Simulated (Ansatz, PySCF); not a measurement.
Zn(H)2 cation (H₂Zn), SMILES [ZnH2] (connectivity only; charge and spin as stated), charge +1, multiplicity 2. Atoms are numbered in the order given.

```xyz
3

Zn     0.0000     0.0000     0.0000
H      0.0000     0.0000     1.6513
H      0.0000     0.0000    -1.6513
```
Charge +1, spin multiplicity 2.

Geometry: TPSSh-D3(BJ)/def2-TZVPD. The multiplicity is an assumed one; other spin states were not compared. The isomer is the one that the SMILES or the coordinates give; other isomers of the formula were not compared.

Two levels are set side by side: PBE-D3(BJ)/def2-TZVPD (Ansatz, an electronic-structure program) and TPSSh-D3(BJ)/def2-TZVPD (PySCF). Each level has its own optimised geometry; the coordinates shown are those of the second. Differences are taken from unrounded values.

| quantity | TPSSh-D3(BJ) | PBE-D3(BJ) | PBE-D3(BJ) minus TPSSh-D3(BJ) |
|---|---|---|---|
| mean bond length (Å) | 1.651 | 1.652 | 0.000 |
| bond Zn1–H2 (Å) | 1.651 | 1.652 | 0.000 |
| bond Zn1–H3 (Å) | 1.651 | 1.652 | 0.000 |

Here PBE gives about what the other level gives.
